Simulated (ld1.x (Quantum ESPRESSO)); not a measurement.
Li TM: all-electron and pseudo phase curves

* Element: lithium (Li)
* Generator: ld1.x (Quantum ESPRESSO) 7.5
* Type: norm-conserving Troullier–Martins (Kleinman–Bylander form)
* Functional: PBE
* Relativity: fully relativistic
* Frozen core: none
* Valence charge: 3
* Reference configuration: 1s2 2s1 2p0
* Partial waves: 2p (bound, empty): rc 4.20 bohr; 3d channel at 0.05 Ry: rc 3.40 bohr; 1s (bound): rc 0.65 bohr
* Local potential: the s channel
* Core correction: none

Open shells are filled in proportion to 2j + 1 (rel_dist='average').

Occupied shells without a wave of their own: 2s. They enter only through the test configuration that unscreens the potential.

The phase is arctan(r·u′/u) with u = r·R(r), unwrapped; energies in Ry, scanned from -6 to 5 Ry. A pole is an energy at which the radial function vanishes at the test radius. The pseudo phase is shifted by a multiple of π to meet the all-electron one at the reference energy, and phase errors are pseudo minus all-electron; the curves can meet again beyond the range given. Levels narrower than the energy grid can be missing from the lists of poles.

For each channel, where are the poles, and over which energies does the pseudopotential scatter like the atom?

```tsv
channel	radius (bohr)	reference energy (Ry)	poles, all-electron	poles, pseudo	unbroken range about the reference energy with phases within 0.05 rad	phase error 1 Ry above the reference energy (rad)
s	4.57	-3.81	0.07, 1.95, 4.94	0.07, 1.96, 4.97	below 3.2	+0.000
p1/2	4.57	-0.08	0.24, 1.80, 4.39	0.25, 2.31	below 0.2	+0.733
p3/2	4.57	-0.08	0.24, 1.80, 4.39	0.25, 2.31	below 0.6	+0.732
d3/2	4.57	0.05	1.05, 3.24	1.06, 3.51	below 1.8	+0.003
d5/2	4.57	0.05	1.05, 3.24	1.06, 3.50	below 1.8	+0.002
```

Phases in the p3/2 channel:

```
E (Ry)  all-electron  pseudo
 -6.00         1.480   1.480
 -5.74         1.478   1.478
 -5.48         1.476   1.476
 -5.22         1.474   1.474
 -4.96         1.471   1.471
 -4.70         1.468   1.468
 -4.44         1.465   1.465
 -4.18         1.462   1.462
 -3.92         1.458   1.458
 -3.66         1.454   1.454
 -3.40         1.450   1.450
 -3.14         1.444   1.444
 -2.88         1.438   1.438
 -2.62         1.432   1.431
 -2.36         1.424   1.423
 -2.10         1.414   1.414
 -1.84         1.402   1.402
 -1.58         1.387   1.387
 -1.32         1.368   1.367
 -1.06         1.340   1.339
 -0.80         1.296   1.295
 -0.54         1.210   1.210
 -0.28         0.946   0.946
 -0.02        -0.892  -0.892
  0.24        -1.568  -1.563
  0.50        -1.782  -1.760
  0.76        -2.195  -2.038
  1.02        -4.001  -3.257
  1.28        -4.506  -4.316
  1.54        -4.640  -4.535
  1.80        -4.713  -4.624
  2.06        -4.772  -4.676
  2.32        -4.840  -4.714
  2.58        -4.960  -4.746
  2.84        -5.394  -4.776
  3.10        -7.211  -4.810
  3.36        -7.625  -4.852
  3.62        -7.735  -4.916
  3.88        -7.790  -5.036
  4.14        -7.826  -5.377
  4.40        -7.854  -6.667
  4.66        -7.881  -7.421
  4.92        -7.909  -7.615
```
